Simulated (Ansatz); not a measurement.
Relaxation of the cluster Sn₅Cl₄⁺ with UKS PBE-D4/def2-SVP.

```sh
$ ansatz run in.yaml --threads 6 --pin off --events-out ev --progress --plain --max-ram 7833MiB
```

```yaml
crystal:
  periodic: [false, false, false]
  atoms:
    - {symbol: Sn, position_ang: [-1.630620, 0.884120, 1.065830]}
    - {symbol: Sn, position_ang: [1.788840, -0.091160, -2.607860]}
    - {symbol: Sn, position_ang: [1.394860, 0.473780, 1.353050]}
    - {symbol: Sn, position_ang: [-1.986880, -1.216040, 3.030690]}
    - {symbol: Sn, position_ang: [-2.777810, 0.733200, -1.515690]}
    - {symbol: Cl, position_ang: [2.083760, 1.788200, -1.066810]}
    - {symbol: Cl, position_ang: [0.444490, -1.452830, 3.047640]}
    - {symbol: Cl, position_ang: [1.401790, -1.394290, -0.435710]}
    - {symbol: Cl, position_ang: [-0.718430, 0.275020, -2.871130]}
basis:
  gaussian: {orbitals: def2-SVP}
total_charge: 1
magnetization: {spin_polarized: true, initial_magnetization: 1}
hamiltonian: {xc: pbe, dispersion: d4}
scf: {lower_state_search: "off"}
output: {orbitals: {seedname: orbitals}}
relax: {f_tol: 0.03, max_steps: 70}
```

It took 5.7 min on 6 threads of Intel Xeon on a shared host.

Positions (Å) and forces (eV/Å) at steps 1, 2, 3, 4, 5, 7, 9, 10, 13, 14, 15, 16, 17, 18, 19, 20, 21, 22, 24 of 24:

```xyz
9
step=1 energy=-79214.9759 eV
Sn   -1.631    0.884    1.066    0.344   -0.119   -0.074
Sn    1.789   -0.091   -2.608    0.560   -0.306   -0.509
Sn    1.395    0.474    1.353    0.034    0.727    0.357
Sn   -1.987   -1.216    3.031   -1.009    0.154    0.025
Sn   -2.778    0.733   -1.516   -0.848    0.192    0.409
Cl    2.084    1.788   -1.067    0.111    0.775    0.160
Cl    0.444   -1.453    3.048    0.876   -0.467    0.123
Cl    1.402   -1.394   -0.436   -0.188   -0.858    0.095
Cl   -0.718    0.275   -2.871    0.120   -0.097   -0.586
9
step=2 energy=-79215.2362 eV
Sn   -1.506    0.827    0.984    0.046   -0.163   -0.141
Sn    1.833   -0.101   -2.545   -0.212   -0.021    0.357
Sn    1.461    0.575    1.394   -0.025   -0.180   -0.085
Sn   -2.055   -1.188    3.028    0.180    0.057   -0.035
Sn   -2.926    0.766   -1.507    0.193    0.009    0.107
Cl    2.131    1.972   -1.111   -0.120   -0.291    0.036
Cl    0.486   -1.563    3.046   -0.158    0.116   -0.070
Cl    1.342   -1.544   -0.345    0.065    0.485   -0.159
Cl   -0.768    0.256   -2.945    0.031   -0.012   -0.009
9
step=3 energy=-79215.3022 eV
Sn   -1.417    0.730    0.898   -0.015   -0.052    0.020
Sn    1.776   -0.106   -2.528   -0.040   -0.036    0.122
Sn    1.506    0.575    1.451   -0.026   -0.033   -0.040
Sn   -2.039   -1.163    3.017    0.023    0.047   -0.022
Sn   -2.908    0.790   -1.515    0.060    0.019    0.052
Cl    2.068    1.920   -1.060   -0.042   -0.028    0.035
Cl    0.484   -1.544    3.043    0.007    0.015    0.003
Cl    1.322   -1.466   -0.320    0.018    0.087   -0.090
Cl   -0.793    0.265   -2.985    0.016   -0.020   -0.079
9
step=4 energy=-79215.3119 eV
Sn   -1.408    0.692    0.898   -0.009   -0.009   -0.007
Sn    1.757   -0.103   -2.521    0.060   -0.017   -0.019
Sn    1.501    0.559    1.458    0.026    0.027    0.014
Sn   -2.025   -1.147    3.044   -0.016    0.006    0.029
Sn   -2.863    0.809   -1.527   -0.004    0.023    0.005
Cl    2.026    1.914   -1.038   -0.035    0.034    0.018
Cl    0.495   -1.539    3.072    0.014   -0.013   -0.001
Cl    1.306   -1.455   -0.333   -0.025   -0.042   -0.016
Cl   -0.790    0.269   -3.053   -0.010   -0.010   -0.023
9
step=5 energy=-79215.3132 eV
Sn   -1.395    0.652    0.894   -0.010    0.012    0.011
Sn    1.789   -0.076   -2.507    0.016    0.010   -0.050
Sn    1.511    0.548    1.462   -0.043   -0.029   -0.023
Sn   -1.997   -1.118    3.099   -0.026   -0.001    0.019
Sn   -2.806    0.861   -1.556    0.034    0.002    0.005
Cl    1.951    1.954   -1.016   -0.015   -0.004    0.008
Cl    0.513   -1.569    3.077    0.023    0.019   -0.014
Cl    1.193   -1.439   -0.376    0.054   -0.044    0.073
Cl   -0.760    0.186   -3.078   -0.033    0.035   -0.029
9
step=7 energy=-79215.3197 eV
Sn   -1.411    0.623    0.900   -0.009   -0.007    0.002
Sn    1.782   -0.091   -2.514    0.016    0.008   -0.023
Sn    1.496    0.536    1.446    0.000    0.005    0.013
Sn   -2.009   -1.113    3.133   -0.001    0.010    0.013
Sn   -2.797    0.880   -1.559   -0.005    0.011   -0.014
Cl    1.919    1.945   -1.031   -0.004   -0.008   -0.004
Cl    0.506   -1.549    3.091    0.001   -0.018    0.001
Cl    1.274   -1.479   -0.361    0.007    0.006    0.003
Cl   -0.759    0.247   -3.106   -0.005   -0.009    0.010
9
step=9 energy=-79215.3234 eV
Sn   -1.463    0.509    0.882   -0.024   -0.006   -0.021
Sn    1.809   -0.075   -2.533   -0.014    0.008    0.033
Sn    1.450    0.513    1.430   -0.028    0.000    0.006
Sn   -1.990   -1.049    3.260    0.018    0.022   -0.027
Sn   -2.767    0.984   -1.605    0.037   -0.004    0.053
Cl    1.856    1.954   -1.037    0.018   -0.007   -0.006
Cl    0.504   -1.575    3.102   -0.009   -0.007   -0.007
Cl    1.342   -1.498   -0.388    0.016    0.016   -0.024
Cl   -0.741    0.237   -3.112   -0.014   -0.023   -0.007
9
step=10 energy=-79215.3250 eV
Sn   -1.489    0.482    0.882   -0.021   -0.012   -0.026
Sn    1.815   -0.062   -2.537   -0.002   -0.004    0.022
Sn    1.424    0.508    1.425   -0.015   -0.009    0.005
Sn   -1.980   -1.025    3.300    0.034    0.020   -0.039
Sn   -2.749    1.019   -1.615    0.038   -0.007    0.050
Cl    1.852    1.962   -1.034    0.000   -0.008    0.000
Cl    0.504   -1.593    3.096   -0.027    0.008   -0.011
Cl    1.363   -1.498   -0.400    0.014    0.022   -0.012
Cl   -0.741    0.208   -3.116   -0.022   -0.010    0.012
9
step=13 energy=-79215.3312 eV
Sn   -1.559    0.374    0.838   -0.036    0.011   -0.024
Sn    1.829   -0.028   -2.549   -0.050   -0.012    0.007
Sn    1.345    0.484    1.420    0.011   -0.032   -0.017
Sn   -1.954   -0.942    3.359    0.024   -0.025   -0.010
Sn   -2.661    1.252   -1.625    0.115   -0.045   -0.033
Cl    1.746    1.982   -1.031   -0.003    0.013   -0.013
Cl    0.487   -1.651    3.047   -0.016    0.016    0.020
Cl    1.544   -1.501   -0.421    0.003    0.029    0.017
Cl   -0.777    0.031   -3.038   -0.047    0.045    0.053
9
step=14 energy=-79215.3325 eV
Sn   -1.591    0.324    0.822   -0.075    0.036   -0.115
Sn    1.803   -0.026   -2.545   -0.038   -0.030   -0.036
Sn    1.314    0.478    1.417    0.010   -0.038   -0.005
Sn   -1.947   -0.957    3.362    0.014   -0.027   -0.002
Sn   -2.561    1.404   -1.633    0.210   -0.144   -0.011
Cl    1.668    1.995   -1.042   -0.019    0.002   -0.031
Cl    0.500   -1.651    3.061    0.000    0.009    0.025
Cl    1.625   -1.504   -0.409   -0.027    0.066    0.019
Cl   -0.811   -0.064   -3.033   -0.075    0.127    0.156
9
step=15 energy=-79215.3379 eV
Sn   -1.633    0.278    0.821   -0.098    0.046   -0.151
Sn    1.822   -0.046   -2.594   -0.143    0.002    0.131
Sn    1.270    0.500    1.428    0.005   -0.053   -0.047
Sn   -1.945   -1.010    3.367    0.018   -0.015   -0.023
Sn   -2.460    1.511   -1.627    0.273   -0.207    0.040
Cl    1.610    1.964   -1.080    0.017    0.067   -0.072
Cl    0.526   -1.634    3.100    0.007    0.029   -0.002
Cl    1.614   -1.459   -0.415    0.007   -0.008    0.008
Cl   -0.804   -0.103   -3.000   -0.086    0.138    0.116
9
step=16 energy=-79215.3685 eV
Sn   -1.695    0.207    0.808   -0.109    0.047   -0.160
Sn    1.802   -0.060   -2.562   -0.045   -0.035   -0.015
Sn    1.216    0.520    1.376   -0.017   -0.064    0.092
Sn   -1.934   -1.080    3.365    0.066    0.001   -0.043
Sn   -2.299    1.620   -1.611    0.232   -0.189    0.101
Cl    1.565    2.016   -1.136   -0.018   -0.014   -0.038
Cl    0.569   -1.591    3.128   -0.023    0.053   -0.019
Cl    1.586   -1.490   -0.395    0.007    0.091    0.002
Cl   -0.810   -0.142   -2.973   -0.094    0.110    0.081
9
step=17 energy=-79215.4130 eV
Sn   -1.752    0.140    0.787   -0.094    0.005   -0.106
Sn    1.769   -0.086   -2.579    0.050   -0.049    0.001
Sn    1.154    0.551    1.390   -0.033   -0.069    0.117
Sn   -1.913   -1.124    3.361    0.053    0.010   -0.042
Sn   -2.120    1.694   -1.582    0.190   -0.095    0.124
Cl    1.519    2.008   -1.174   -0.059    0.048   -0.067
Cl    0.606   -1.570    3.156   -0.014    0.078   -0.050
Cl    1.568   -1.451   -0.371    0.004    0.031   -0.020
Cl   -0.830   -0.162   -2.988   -0.096    0.041    0.043
9
step=18 energy=-79215.4696 eV
Sn   -1.807    0.069    0.768   -0.098    0.023   -0.124
Sn    1.761   -0.107   -2.592    0.021   -0.084    0.001
Sn    1.094    0.570    1.394   -0.052   -0.080    0.167
Sn   -1.898   -1.150    3.363    0.039    0.024   -0.033
Sn   -1.944    1.765   -1.537    0.230   -0.107    0.153
Cl    1.447    2.010   -1.222   -0.095    0.117   -0.075
Cl    0.630   -1.548    3.166    0.010    0.076   -0.062
Cl    1.556   -1.426   -0.360    0.018    0.012   -0.048
Cl   -0.839   -0.182   -2.980   -0.073    0.020    0.022
9
step=19 energy=-79215.5421 eV
Sn   -1.871    0.007    0.745   -0.096    0.025   -0.122
Sn    1.748   -0.122   -2.605   -0.004   -0.145   -0.010
Sn    1.026    0.578    1.409   -0.047   -0.091    0.209
Sn   -1.878   -1.157    3.364    0.021    0.040   -0.025
Sn   -1.764    1.815   -1.486    0.223   -0.108    0.124
Cl    1.385    2.022   -1.269   -0.138    0.174   -0.057
Cl    0.654   -1.537    3.173    0.042    0.071   -0.070
Cl    1.553   -1.399   -0.355    0.024    0.000   -0.076
Cl   -0.853   -0.208   -2.977   -0.025    0.034    0.028
9
step=20 energy=-79215.6197 eV
Sn   -1.936   -0.039    0.711   -0.055   -0.072    0.028
Sn    1.732   -0.151   -2.609    0.011   -0.030    0.012
Sn    0.962    0.546    1.477   -0.041    0.004    0.103
Sn   -1.852   -1.130    3.359   -0.063    0.075   -0.036
Sn   -1.581    1.842   -1.440   -0.010    0.115    0.005
Cl    1.283    2.078   -1.330    0.014    0.021   -0.033
Cl    0.685   -1.534    3.167    0.129   -0.063    0.020
Cl    1.561   -1.391   -0.362    0.014    0.018   -0.051
Cl   -0.855   -0.220   -2.972    0.002   -0.067   -0.048
9
step=21 energy=-79215.6110 eV rejected
Sn   -2.020   -0.119    0.603    0.048   -0.039    0.110
Sn    1.712   -0.175   -2.606   -0.048   -0.027   -0.015
Sn    0.836    0.504    1.595    0.124   -0.078   -0.026
Sn   -1.769   -1.040    3.315    0.044   -0.067   -0.018
Sn   -1.488    1.932   -1.430   -0.046   -0.122   -0.144
Cl    1.259    2.109   -1.380    0.036    0.000    0.067
Cl    0.799   -1.605    3.240   -0.156    0.166   -0.094
Cl    1.546   -1.359   -0.352   -0.025    0.014    0.027
Cl   -0.876   -0.247   -2.987    0.024    0.153    0.093
9
step=22 energy=-79215.6352 eV
Sn   -1.958   -0.101    0.656    0.002    0.011    0.011
Sn    1.717   -0.168   -2.607    0.023    0.039   -0.013
Sn    0.921    0.521    1.545   -0.019    0.041   -0.018
Sn   -1.824   -1.081    3.341   -0.004    0.027   -0.025
Sn   -1.551    1.884   -1.442    0.039   -0.028    0.012
Cl    1.277    2.090   -1.348   -0.033   -0.018   -0.010
Cl    0.733   -1.552    3.195    0.018   -0.056    0.039
Cl    1.551   -1.375   -0.362    0.001   -0.024    0.022
Cl   -0.867   -0.219   -2.978   -0.029    0.007   -0.017
9
step=24 energy=-79215.6367 eV
Sn   -1.954   -0.109    0.653    0.005   -0.005    0.011
Sn    1.716   -0.163   -2.610    0.016   -0.005    0.007
Sn    0.915    0.518    1.560   -0.001   -0.025    0.008
Sn   -1.817   -1.058    3.343    0.017    0.000    0.004
Sn   -1.541    1.876   -1.447   -0.019    0.017    0.001
Cl    1.262    2.088   -1.347    0.007    0.013    0.007
Cl    0.739   -1.572    3.211   -0.018    0.023   -0.013
Cl    1.549   -1.371   -0.362   -0.002   -0.004   -0.006
Cl   -0.869   -0.210   -3.000   -0.005   -0.014   -0.019
```

In the def2 sets Sn takes a core potential; there is no spin–orbit coupling. Another isomer (doublet) lies 0.16 eV lower at PBE0-D4/def2-SVP; other spin states weren't run for this one.
